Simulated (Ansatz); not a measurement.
System: C7H14, net charge 0, singlet state. SMILES: C[C@@H]1CC[C@H](C)C1
Structure (B3LYP-D3(BJ)/def2-TZVP (Ansatz, a first-principles code) minimum search):
```xyz
21

C     -2.4987    -0.2215    -0.7192
C     -1.2281    -0.2950     0.1148
C     -0.7856     1.0596     0.7109
C      0.7580     0.9988     0.8234
C      1.1767    -0.3852     0.2781
C      2.5492    -0.4045    -0.3787
C      0.0152    -0.7680    -0.6434
H     -2.7713    -1.2007    -1.1193
H     -2.3656     0.4602    -1.5638
H     -3.3422     0.1427    -0.1281
H     -1.3959    -0.9952     0.9413
H     -1.2701     1.2543     1.6687
H     -1.0856     1.8675     0.0388
H      1.1110     1.1503     1.8444
H      1.2146     1.7837     0.2153
H      1.1821    -1.0953     1.1129
H      3.3304    -0.1029     0.3229
H      2.5796     0.2850    -1.2268
H      2.8012    -1.4010    -0.7485
H      0.0997    -0.2201    -1.5902
H     -0.0082    -1.8333    -0.8833
```

Quantity: atomisation energy (electronic, to ground-state atoms); the coupled-cluster value holds the core correlation from cc-pwCVTZ, in kcal/mol. Cores are frozen in the correlated levels unless marked. UHF or UKS for open shells. No spin-orbit coupling. No relativistic terms. CBS marks a two-point X^-3 extrapolation of the correlation energy; Hartree-Fock from the larger set. [CCSD(T)-MP2]/basis is that difference in the basis named.

Level to compare with: RI-MP2/CBS(aug-cc-pVTZ,aug-cc-pVQZ)+[CCSD(T)-MP2]/aug-cc-pVTZ plus the core term (Ansatz), 2062.7 kcal/mol. It is a level with limits of its own, and the differences hold the functionals' basis error too.

Problem. Rank these functionals by how close they come to RI-MP2/CBS(aug-cc-pVTZ,aug-cc-pVQZ)+[CCSD(T)-MP2]/aug-cc-pVTZ, closest first: r2SCAN0/def2-TZVPD (Ansatz); SVWN5/def2-TZVPD (Ansatz); r2SCANh/def2-TZVPD (Ansatz); HSE06/def2-TZVPD (Ansatz).

Solution. HSE06/def2-TZVPD (screened hybrid, 2065.1 kcal/mol, difference 2.4), r2SCANh/def2-TZVPD (hybrid meta-GGA, 2048.3 kcal/mol, difference -14.4), r2SCAN0/def2-TZVPD (hybrid meta-GGA, 2039.5 kcal/mol, difference -23.2), SVWN5/def2-TZVPD (LDA, 2328.2 kcal/mol, difference 265.5)
